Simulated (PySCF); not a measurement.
How methods differ on the ionisation energy of Re

Re [Xe] 4f14 5d5 6s2 (6S) → Re⁺ [Xe] 4f14 5d5 6s1 (7S), as a difference of total energies. Computed with PySCF 2.14 in aug-cc-pVDZ-PP with ECP60MDF, with scalar relativity through the core potential. Correlated levels: valence: 5s2 5p6 frozen. The calculations carry no spin-orbit coupling.

```
           method  ionisation energy (eV)
              UHF                   5.944
              LDA                   8.086
              PBE                   7.594
             PBE0                   7.385
           r2SCAN                   7.155
            wB97X                   8.414
            B97-3                   8.054
          wB97X-V                   7.717
           revPBE                   7.469
    MP2 (valence)                   7.266
SCS-MP2 (valence)                   7.522
```

Errors of the correlated levels include the incompleteness of this basis and the frozen core.

MP2 underrates the near-degeneracy of ns² with np² in the lower species.

Which method comes closest to the reference value, and which is furthest?

The reference is 7.834 eV (measured; NIST Atomic Spectra Database, ionization energies). Closest: wB97X-V (error -0.117 eV); furthest: UHF (error -1.890 eV).
